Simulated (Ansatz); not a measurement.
Total energies of Be8O8 (started as a model of: (BeO)8 cage of four- and six-membered rings) from Ansatz at PBE0-D4/def2-TZVP, gas phase (1 Eh = 27.2114 eV = 2625.5 kJ/mol). The reference geometry is relaxed at PBE0-D4/def2-SVP.

```csv
atom,x (Å),y (Å),z (Å)
Be1,1.310,1.522,-0.897
O2,-0.077,2.245,-0.946
Be3,0.131,2.087,0.681
O4,1.635,1.660,0.713
Be5,1.602,0.086,0.616
O6,1.542,-0.021,-1.042
Be7,0.340,-0.909,-1.419
O8,-1.193,-0.264,-1.404
Be9,-1.130,1.098,-0.687
O10,-1.091,1.151,0.975
Be11,-0.813,-0.275,1.489
O12,0.742,-0.865,1.471
O13,-0.026,-2.307,-0.785
Be14,-1.468,-1.545,-0.543
O15,-1.532,-1.598,1.018
Be16,0.027,-2.064,0.759
```

```tsv
state	geometry	energy (Eh)
charge 0 singlet	reference	-720.33330
charge 1 doublet	reference	-719.96274
charge -1 doublet	reference	-720.33467
free Be atom (singlet)	–	-14.63549
free O atom (triplet)	–	-75.01860
```

(1) Work out the vertical ionisation energy to the doublet.

(2) Work out the vertical electron affinity, to the doublet.

(3) Give the fundamental gap IE − EA, the Mulliken electronegativity (IE + EA)/2 and the hardness (IE − EA)/2.

(4) What is the binding energy per atom against free atoms?

(1) E(charge 1 doublet) − E(charge 0 singlet) = -719.96274 − (-720.33330) = 0.37056 Eh = 10.08 eV. For comparison, −ε of the highest occupied level is 8.36 eV at this level, 1.72 eV less.

(2) E(charge 0 singlet) − E(charge -1 doublet) = -720.33330 − (-720.33467) = 0.00137 Eh = 0.04 eV; so near zero that its sign isn't settled. The basis lacks diffuse functions, which makes affinities too small.

(3) From the values in Eh: IE − EA = 0.37056 − 0.00137 = 0.36919 Eh = 10.05 eV; (IE + EA)/2 = 5.06 eV; (IE − EA)/2 = 5.02 eV. The HOMO–LUMO gap of the same run is 7.27 eV, 2.78 eV smaller than the fundamental gap.

(4) Atoms: 8 × (-14.63549) + 8 × (-75.01860) = -717.23272 Eh. Binding: -717.23272 − (-720.33330) = 3.10058 Eh = 84.37 eV, or 5.27 eV for each of 16 atoms (no zero-point energy, no counterpoise term).

At PBE0-D4/def2-TZVP the highest occupied level of the charge -1 doublet lies above zero (up to 1.11 eV). Energy differences put its binding near zero (0.04 eV; vertical, to the charge 0 singlet, at PBE0-D4/def2-TZVP), which leaves it undecided.
